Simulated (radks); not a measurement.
Task: Dy41+, 25 electrons, occupied as [Ar] 3d7. All-electron calculation, scalar-relativistic Kohn-Sham, LDA (Slater exchange, Perdew-Wang correlation), spin-polarised, spherical densities, point nucleus; open shells are filled with parallel spins first (spin-orbit coupling, left out, can overturn this in heavy ions). Program: a radial shooting solver on a logarithmic mesh with Libxc functionals. Some entries of the table are withheld. Estimate them.

orbital  occ.  eigenvalue (hartree)  <r^2> (bohr^2)  <1/r> (bohr^-1)
1s up       1             -2047.291       0.0006099            74.53
1s down     1             -2047.276       0.0006099            74.53
2s up       1             -403.5594        0.009454            17.38
2s down     1             -403.1205        0.009444            17.39
2p up       3             -366.9948        0.007635            16.14
2p down     3             -366.6424        0.007624            16.15
3s up       1             -141.6199         0.05837            6.653
3s down     1             -141.1502         0.05852            6.640
3p up       3                   (1)         0.05749            6.267
3p down     3                   (2)         0.05767            6.254
3d up       5                   (3)         0.04629            5.960
3d down     2                   (4)         0.04650            5.951

Result: 
(1) 3p up eigenvalue (hartree): -130.4032
(2) 3p down eigenvalue (hartree): -129.9276
(3) 3d up eigenvalue (hartree): -117.1043
(4) 3d down eigenvalue (hartree): -116.5249
